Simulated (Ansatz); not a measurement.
Geometry optimisation, RKS BLYP-D4/def2-SVP (Ansatz).

input.yaml

```yaml
crystal:
  periodic: [false, false, false]
  atoms:
    - { symbol: Hf, position_ang: [0.135351, -0.072778, 0.058653] }
    - { symbol: Cl, position_ang: [0.555141, 0.072932, 2.494554] }
    - { symbol: Cl, position_ang: [2.270197, 0.008191, -0.907131] }
    - { symbol: Cl, position_ang: [-0.976787, 1.789365, -0.862866] }
    - { symbol: Cl, position_ang: [-0.769495, -2.125328, -0.651388] }
    - { symbol: P, position_ang: [-3.320146, 0.198649, 1.548113] }
    - { symbol: H, position_ang: [-3.167935, -0.377667, 0.239584] }
    - { symbol: H, position_ang: [-3.39359, -1.093326, 2.181893] }
    - { symbol: H, position_ang: [-1.913036, 0.287863, 1.789488] }
basis:
  gaussian: { orbitals: def2-SVP }
hamiltonian:
  xc: blyp
  dispersion: d4
relax:
  f_tol: 0.03
  max_steps: 50
```

Launched with:

```bash
$ ansatz run input.yaml --threads 4 --pin off --max-ram 5120MiB --backend cpu --events-out ev --progress --plain --runs-dir out
```

**Question.** Where does it end, and by what steps?

**Answer.** The run converged. The force dipped under the threshold on the way, but the program's further checks kept it going. After 8 steps the energy has fallen by 0.147 eV; H9 moved furthest, 0.49 Å.

| step | energy less start (eV) | largest force component (eV/Å) | accepted |
| --- | --- | --- | --- |
| 0 | 0.0000 | 1.247 | yes |
| 1 | -0.0774 | 1.117 | yes |
| 2 | -0.1217 | 0.153 | yes |
| 3 | -0.1199 | 0.499 | no |
| 4 | -0.1405 | 0.095 | yes |
| 5 | -0.1441 | 0.011 | yes |
| 6 | -0.1449 | 0.112 | yes |
| 7 | -0.1456 | 0.045 | yes |
| 8 | -0.1468 | 0.009 | yes |

```xyz
9
Properties=species:S:1:pos:R:3
Hf 0.381 -0.078 -0.016
Cl 0.723 0.086 2.307
Cl 2.485 -0.061 -1.058
Cl -0.836 1.771 -0.817
Cl -0.689 -2.100 -0.570
P -3.643 0.093 1.629
H -3.252 -0.280 0.295
H -3.439 -1.242 2.129
H -2.310 0.500 1.991
```

Whether the end is a true minimum wasn't checked by a vibrational analysis.

Run time: 24 s on 4 threads of Intel(R) Xeon(R) Platinum 8259CL CPU @ 2.50GHz (Skylake/Cascade Lake) (shared host), peak memory 0.25 GiB.
